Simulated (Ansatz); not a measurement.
**C8H6BF3Se (SMILES CC#CB1C=CC=C(C(F)(F)F)[Se]1): name the method**

C8H6BF3Se has 19 atoms, charge 0, and is taken as a singlet. As SMILES, `CC#CB1C=CC=C(C(F)(F)F)[Se]1`. The shape comes from GFN2-xTB, which is rough for such elements, and wasn't checked as a minimum.

```xyz
19

C    -4.6914    0.5400    0.0074
C    -3.2657    0.3182   -0.0054
C    -2.0714    0.1324   -0.0114
B    -0.5921   -0.1210   -0.0164
C    -0.0091   -1.5278   -0.0071
C     1.3163   -1.8337   -0.0031
C     2.3712   -0.8844   -0.0096
C     2.2156    0.4639   -0.0313
C     3.4332    1.3343    0.0010
F     4.4531    0.8400   -0.7184
F     3.9084    1.4973    1.2520
F     3.1941    2.5675   -0.4703
Se    0.6000    1.3929   -0.0331
H    -4.9308    1.4779   -0.4936
H    -5.0442    0.5916    1.0376
H    -5.2042   -0.2777   -0.4992
H    -0.6924   -2.3691   -0.0009
H     1.6265   -2.8712    0.0069
H     3.3827   -1.2712   -0.0050
```

A calculation with Ansatz 0.2.0 gave:

- total energy: -3034.1121 Eh
- dipole moment: 3.12 D
- HOMO energy: -6.46 eV
- LUMO energy: -2.14 eV
- HOMO–LUMO gap: 4.32 eV
- largest force: 0.732 eV/Å

**Question.** Which of these levels gave the numbers?
A. HF/def2-SVP
B. B3LYP/6-31G* (spherical functions)
C. B3LYP/6-31G* (Cartesian functions)
D. HF/STO-3G

**Answer.** C. The others give -3034.0958 Eh (B3LYP/6-31G* (spherical functions)), -2994.7540 Eh (HF/STO-3G), -3028.4817 Eh (HF/def2-SVP).
